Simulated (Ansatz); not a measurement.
`CC[SiH2]C#N` + H–F → `N#C[SiH2]CF` + CH₄ at 600 K and 1 bar (substitution at a C–C bond).

Program: Ansatz. Geometries: PBE0-D4/def2-TZVP. ΔE: electronic, gas phase. CBS: MP2 limit from def2 TZ/QZ plus the TZ coupled-cluster correction, frozen cores. This one scheme is used for every species. Each species was taken in one conformer, which may not be the lowest.

```json
{"species": "`CC[SiH2]C#N`", "CCSD(T)/CBS energy (Eh)": "-462.15225", "H − E (kJ/mol)": "303.1", "S (J/(mol·K))": "441.5"}
{"species": "H–F", "CCSD(T)/CBS energy (Eh)": "-100.39570", "H − E (kJ/mol)": "42.3", "S (J/(mol·K))": "194.0"}
{"species": "`N#C[SiH2]CF`", "CCSD(T)/CBS energy (Eh)": "-522.05904", "H − E (kJ/mol)": "201.2", "S (J/(mol·K))": "418.8"}
{"species": "CH₄", "CCSD(T)/CBS energy (Eh)": "-40.46206", "H − E (kJ/mol)": "140.4", "S (J/(mol·K))": "215.7"}
```

H − E and S are ideal-gas, rigid-rotor, harmonic terms from PBE0-D4/def2-TZVP, for one conformer and one mirror image of each species. 1 Eh = 2625.50 kJ/mol, R = 8.31446 J/(mol·K).

Q: By hand: ΔE, ΔH, ΔS and ΔG.

A: ΔE = (-522.05904) + (-40.46206) − (-462.15225) − (-100.39570) = 0.02685 Eh = 70.5 kJ/mol. Δ(H − E) = 201.2 + 140.4 − 303.1 − 42.3 = -3.8, so ΔH = 66.7 kJ/mol. ΔS = 418.8 + 215.7 − 441.5 − 194.0 = -1.0 J/(mol·K). ΔG = 66.7 − 600 × (-1.0)/1000 = 67.3 kJ/mol.

Q: By hand: the equilibrium constant, and the temperature at which ΔG would vanish if ΔH and ΔS stayed fixed.

A: log₁₀ K = −ΔG/(RT ln 10) = -5.9. ΔH and −TΔS have one sign here, so there is no such temperature.

The number of gas molecules stays the same, so ΔS is small and ΔH decides. A doubt of 5 kJ/mol in ΔE shifts log₁₀ K by 0.4 here. Other conformers and mirror images would add mixing entropy, several J/(mol·K) or more a flexible species. These are equilibria of isolated gas molecules and say nothing of rates. Largest T1 diagnostic: 0.013 (customary marks: 0.02 for closed shells, 0.045 for open ones).

ΔS is within the doubt of such terms, so its sign, and with it that verdict, could turn.
